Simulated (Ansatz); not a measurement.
Consider the ligand exchange at the Si–Cl bond: `CB[SiH2]Cl` + H₂S → `CB[SiH2]S` + HCl.

Gas-phase electronic energies from Ansatz, PBE0-D4/def2-TZVP geometries. CCSD(T)/CBS adds triple-zeta CCSD(T) − MP2 to the extrapolated MP2 energy (def2 sets, frozen cores). This one scheme is used for every species. Functionals use def2-TZVPP. One conformer a species, not always the lowest.

```json
{"level": "revPBE-D4", "ΔE (kJ/mol)": "28.5"}
{"level": "HF/def2-QZVPP", "ΔE (kJ/mol)": "48.0"}
```

(1) What does CCSD(T)/CBS give? (Best estimate.)

Largest T1 diagnostic among the species: 0.011.

Results:

(1) Computed: +34.5 kJ/mol. The listed levels differ from it by -6.0, 13.5 kJ/mol.

Leaving LDA and LC-ωPBE aside and taking each functional with its dispersion term where it has one, the values, not all of them listed here, spread over 9.9 kJ/mol, from revPBE-D4 to BHLYP-D4. LDA lies −4.0 kJ/mol from PBE without D4. In def2-TZVPP, CCSD(T) changes the Hartree–Fock value by −13.4 kJ/mol (the triples alone add −2.1 kJ/mol) and MP2 by −13.4 kJ/mol.
